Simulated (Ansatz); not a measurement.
Input file for `F[SiH](Cl)[SiH]Cl` radical:

```yaml
crystal:
  periodic: [false, false, false]
  atoms:
    - {symbol: F, position_ang: [-2.013649, 0.437658, 0.673977]}
    - {symbol: Si, position_ang: [-0.421759, 0.421357, 0.720823]}
    - {symbol: Cl, position_ang: [0.175244, -0.429111, 2.481319]}
    - {symbol: Si, position_ang: [0.367927, -0.962996, -0.984305]}
    - {symbol: Cl, position_ang: [0.120165, -0.057965, -2.815033]}
    - {symbol: H, position_ang: [0.026264, 1.832533, 0.704405]}
    - {symbol: H, position_ang: [1.806909, -1.309376, -0.826987]}
basis:
  gaussian: {orbitals: def2-TZVPP}
magnetization: {spin_polarized: true, initial_magnetization: 1}
correlation: {method: ccsd_t}
scf: {omitted_lower_state_checks: [cluster_reference]}
output: {orbitals: {seedname: orbitals}}
```

```sh
$ ansatz run in.yaml --threads 4 --pin off --events-out ev --progress --plain
```

Log, shortened:

```
Functional definition: HF
1355 factors; integrals over basis functions are off by at most 1.0e-3 eV
mean field evaluation 1: about -43472.9903 eV, gradient 2.2e1 eV
mean field evaluation 2: about -43472.9981 eV, gradient 2.2e1 eV
mean field evaluation 4: about -43475.5074 eV, gradient 2.5e0 eV
mean field evaluation 8: about -43475.6182 eV, gradient 1.9e-1 eV
mean field -43475.61938939 eV, -1597.6995437269 hartree, gradient 6.2e-6 eV, S^2 0.760448; 0 other end points of the search recorded, 0 dependent functions left out
21 core orbitals not correlated: weight in the atoms' cores, before any rotation towards them, 1.000 or more for the frozen orbitals, at most 0.000 for the correlated occupied ones
reference -43475.61938939 eV, -1597.6995437269 hartree; 16, 15 occupied and 190, 191 virtual orbitals, 1355 factors
second order -22.72037671 eV of doubles, -0.00000000 eV of singles
cycle   1  -23.57468580 eV  change   -8.5e-1 eV  update   1.0e-1
cycle   2  -24.10270671 eV  change   -5.3e-1 eV  update   3.3e-2
cycle   3  -24.23281955 eV  change   -1.3e-1 eV  update   1.8e-2
cycle   4  -24.22220664 eV  change    1.1e-2 eV  update   6.1e-3
cycle   5  -24.21897644 eV  change    3.2e-3 eV  update   3.1e-3
cycle   6  -24.22061900 eV  change   -1.6e-3 eV  update   1.4e-3
cycle   7  -24.22053467 eV  change    8.4e-5 eV  update   6.1e-4
cycle   8  -24.22068093 eV  change   -1.5e-4 eV  update   2.7e-4
cycle   9  -24.22080705 eV  change   -1.3e-4 eV  update   1.3e-4
cycle  10  -24.22071112 eV  change    9.6e-5 eV  update   6.6e-5
cycle  11  -24.22073025 eV  change   -1.9e-5 eV  update   3.4e-5
cycle  12  -24.22075174 eV  change   -2.1e-5 eV  update   1.4e-5
perturbative correction -0.93783475 eV, -0.0344647914 hartree
Total energy: -43500.77797588 eV, -1598.6241047272 hartree
Checks for a lower state left out: cluster_reference
```

Hardware: 4 threads of a server CPU on a shared host. Wall time 110 s, peak host memory 9.2 GiB.

MP2 recovers 90.3 % of the CCSD(T) correlation energy and the triples give 3.7 %; T1 = 0.0135.
